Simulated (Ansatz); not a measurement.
Species: sum formula AlN₂OH₅, net charge 0, singlet state. 
Geometry from a B3LYP-D3(BJ)/def2-TZVP (Ansatz, a quantum-chemistry and plane-wave program) optimisation:
```xyz
9

N     -0.9940    -1.4094    -0.3338
Al    -0.0093     0.0189    -0.0026
N      1.6762    -0.1286     0.5227
O     -0.7643     1.5293    -0.2147
H     -0.6904    -2.3656    -0.2541
H     -1.9545    -1.3686    -0.6339
H      2.1619    -1.0003     0.6607
H      2.2899     0.6430     0.7272
H     -0.3467     2.3773    -0.0703
```
Charge 0, spin multiplicity 1.

Property: vertical triplet-singlet gap (E(triplet) - E(singlet); each state is the SCF solution reached for its spin), in kcal/mol. Valence correlation only, unless marked. Open shells are spin-unrestricted. No spin-orbit coupling. Non-relativistic. CBS marks a two-point X^-3 extrapolation of the correlation energy; Hartree-Fock from the larger set. The bracket is a focal-point correction in the basis named.

| level | program | vertical triplet-singlet gap (kcal/mol) |
|---|---|---|
| SVWN5/def2-TZVPD | Ansatz | 107.7 |
| r2SCAN/def2-TZVPD | Ansatz | (withheld) |
| B3LYP/def2-TZVPD | Ansatz | 113.6 |
| PBE0/def2-TZVPD | Ansatz | 116.2 |
| BHLYP/def2-TZVPD | Ansatz | 120.9 |
| CAM-B3LYP/def2-TZVPD | Ansatz | 124.0 |
| wB97M-V/def2-TZVPD | Ansatz | 128.3 |
| wB97X-V/def2-TZVPD | Ansatz | 130.6 |
| B2PLYP/def2-TZVPD | Ansatz | (withheld) |
| SCS-MP2/aug-cc-pV(D+d)Z | Ansatz | 129.0 |
| SCS-MP2/aug-cc-pV(T+d)Z | Ansatz | 132.1 |
| CCSD/aug-cc-pV(D+d)Z | Ansatz | (withheld) |
| CCSD/aug-cc-pV(T+d)Z | Ansatz | (withheld) |
| RI-MP2/CBS(aug-cc-pV(T+d)Z,aug-cc-pV(Q+d)Z)+[CCSD(T)-MP2]/aug-cc-pV(T+d)Z | Ansatz | 127.1 |

Complete the blanks.


- r2SCAN/def2-TZVPD, vertical triplet-singlet gap (kcal/mol): 112.1
- B2PLYP/def2-TZVPD, vertical triplet-singlet gap (kcal/mol): 123.5
- CCSD/aug-cc-pV(D+d)Z, vertical triplet-singlet gap (kcal/mol): 122.7
- CCSD/aug-cc-pV(T+d)Z, vertical triplet-singlet gap (kcal/mol): 124.7
